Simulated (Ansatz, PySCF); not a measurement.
trans-(1R,2R)-2-methoxycyclopropan-1-ol (C4H8O2), SMILES [C@@H]1(OC)C[C@H]1O. Atoms are numbered in the order given.

```xyz
14

C      2.3760    -0.3168     0.4370
O      1.0748    -0.8401     0.3247
C      0.1940     0.0117    -0.3229
C     -0.4667     1.1368     0.4518
C     -1.2413    -0.0986     0.0338
O     -2.1535    -0.0273    -1.0143
H      2.8329    -0.1336    -0.5555
H      2.9872    -1.0563     0.9741
H      2.3899     0.6368     0.9999
H      0.4140     0.2085    -1.3830
H     -0.2131     1.2398     1.5106
H     -0.6726     2.0674    -0.0842
H     -1.4671    -0.8230     0.8295
H     -2.9547     0.3980    -0.6810
```

Geometry optimised at B3LYP-D3(BJ)/def2-SVP. The values are those of a single conformer.

Two levels are set side by side: PBE-D3(BJ)/def2-SVP (Ansatz, a quantum-chemistry and plane-wave program) and B3LYP-D3(BJ)/def2-SVP (Ansatz). Each level has its own optimised geometry; the coordinates shown are those of the second. Frequencies come from the Hessian of PySCF at each geometry. Differences are taken from unrounded values.

| quantity | B3LYP-D3(BJ) | PBE-D3(BJ) | PBE-D3(BJ) minus B3LYP-D3(BJ) |
|---|---|---|---|
| mean bond length (Å) | 1.241 | 1.248 | 0.007 |
| bond C1–O2 (Å) | 1.407 | 1.413 | 0.005 |
| bond O2–C3 (Å) | 1.386 | 1.391 | 0.005 |
| bond C3–C4 (Å) | 1.517 | 1.523 | 0.005 |
| bond C3–C5 (Å) | 1.483 | 1.490 | 0.006 |
| bond C4–C5 (Å) | 1.517 | 1.523 | 0.006 |
| bond C5–O6 (Å) | 1.391 | 1.395 | 0.004 |
| bond C1–H7 (Å) | 1.108 | 1.117 | 0.009 |
| bond C1–H8 (Å) | 1.099 | 1.107 | 0.008 |
| bond C1–H9 (Å) | 1.107 | 1.116 | 0.009 |
| bond C3–H10 (Å) | 1.100 | 1.110 | 0.009 |
| bond C4–H11 (Å) | 1.094 | 1.101 | 0.008 |
| bond C4–H12 (Å) | 1.094 | 1.101 | 0.008 |
| bond C5–H13 (Å) | 1.099 | 1.109 | 0.009 |
| bond O6–H14 (Å) | 0.966 | 0.975 | 0.009 |
| highest harmonic wavenumber (cm⁻¹) | 3805 | 3693 | -112 |
| mean harmonic wavenumber (cm⁻¹) | 1438 | 1397 | -41 |
| zero-point energy (kcal/mol) | 73.99 | 71.89 | -2.10 |

Exact exchange shortens and stiffens bonds; PBE has none. Differences between two approximate levels are no errors against the true value.
